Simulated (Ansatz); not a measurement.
Ansatz results at the PBE0-D4/def2-TZVP geometry: LUMO energy (PBE/def2-TZVPP) -2.18 eV; LUMO energy (PBE0/def2-TZVPP) -1.26 eV; HOMO–LUMO gap (PBE0/def2-TZVPP) 6.26 eV.

Each molecule was computed in one conformer, which needn't be the lowest.

(1) Which molecule gave them?
A. `[CH3][Al]1[CH]=[C]1F`
B. `C=CB(N)[SiH2]F`
C. `[SiH3][GeH2][GaH2]`
D. `N[CH2][GaH][OH]`

Answers

(1) B. The others give `[CH3][Al]1[CH]=[C]1F`: -1.22, -0.47, 6.62; `N[CH2][GaH][OH]`: -1.64, -0.87, 5.43; `[SiH3][GeH2][GaH2]`: -2.93, -2.17, 5.25.
